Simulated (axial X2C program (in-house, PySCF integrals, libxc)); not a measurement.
Spin–orbit effects down a group: molecules with Na, CCSD

All values come from calculations with an in-house all-electron X2C program for linear molecules (integrals from PySCF), spin-free (one-electron X2C) or two-component (2c: spin–orbit coupling with atomic mean-field Coulomb and Gaunt terms, which also bring small scalar terms), in Dyall basis sets with cores contracted in-house; open shells are unrestricted.

Basis sets: Na dyall-cv3z, S dyall-av3z, Se dyall-cv3z, Te dyall-cv3z. Frozen shells (counts by l): NaS S 2s1p, Na 1s, 15 electrons correlated; NaSe Se 3s2p1d, Na 1s, 15 electrons correlated; NaTe Te 4s3p2d, Na 2s1p, 7 electrons correlated. Coupled cluster in natural virtuals with an MP2 remainder. Where the outer core of a metal is frozen, bonds come out longer and ionisation energies lower. Frozen cores can differ along the series, which adds to the trend.

| molecule | spin-free state | Re (Å) | ωe (cm⁻¹) | De (eV) | 2c state | Re 2c (Å) | ωe 2c (cm⁻¹) | De 2c (eV) |
| --- | --- | --- | --- | --- | --- | --- | --- | --- |
| NaS | M_S = 1/2, Λ = 1 | 2.495 | 331.5 | 2.41 | Ω = 3/2 | 2.495 | 331.4 | 2.42 |
| NaSe | M_S = 1/2, Λ = 1 | 2.606 | 273.3 | 2.17 | Ω = 3/2 | 2.607 | 272.8 | 2.15 |
| NaTe | M_S = 1/2, Λ = 1 | 2.840 | 233.6 | 2.03 | Ω = 3/2 | 2.843 | 232.2 | 1.93 |

Each entry is the lowest single determinant of a limited PBE0 search at one distance. De goes to single-determinant-based atoms at the same level (for ions the charge split of lowest energy) and is withheld (n/a) where an atom does not fit its ground term or J level. Main or longest-lived isotopes.
